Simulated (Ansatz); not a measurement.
Consider the silylene formation by 1,1-elimination: `CO[SiH](Cl)OC` → `CO[Si]Cl` + CH₃OH.

Computed with Ansatz on PBE0-D4/def2-TZVP structures; ΔE is electronic, products minus reactants. CBS: MP2 limit from def2 TZ/QZ plus the TZ coupled-cluster correction, frozen cores. This one scheme is used for every species. Functionals use def2-TZVPP. B3LYP here is the variant with VWN-RPA as its local correlation; programs differ in this. Each species was taken in one conformer, which may not be the lowest.

| level | ΔE (kcal/mol) | difference from CCSD(T)/CBS |
| --- | --- | --- |
| PBE0-D4 | 57.7 | -0.9 |
| ωB97X-V | 60.4 | 1.8 |
| B2PLYP | 55.9 | -2.7 |
| PBE | 50.1 | -8.5 |
| r2SCAN | 60.2 | 1.6 |
| PBE0 | 55.7 | -2.9 |
| B3LYP | 51.9 | -6.7 |
| HF/def2-TZVPP | 60.9 | 2.3 |
| SCS-MP2/def2-TZVPP | 59.7 | 1.1 |
| CCSD/def2-TZVPP | 58.2 | -0.4 |
| CCSD(T)/def2-TZVPP | 57.7 | -0.9 |
| HF/def2-QZVPP | 61.2 | 2.6 |
| MP2/def2-QZVPP | 61.8 | 3.2 |
| SCS-MP2/def2-QZVPP | 60.4 | 1.8 |
| MP2/CBS(def2) | 62.0 | 3.4 |
| CCSD/CBS(def2) | 59.1 | 0.5 |
| CCSD(T)/CBS | 58.6 | 0 |

Largest T1 diagnostic among the species: 0.014.

From PBE to PBE0 (25 % exact exchange), in def2-TZVPP and without D4, ΔE moves by +5.6 kcal/mol. The D4 term adds +3.6 kcal/mol with B3LYP and +2.0 kcal/mol with PBE0; it sums over pairs of atoms, weighted by their polarisabilities, and B3LYP, whose exchange is more repulsive, gets the larger term.
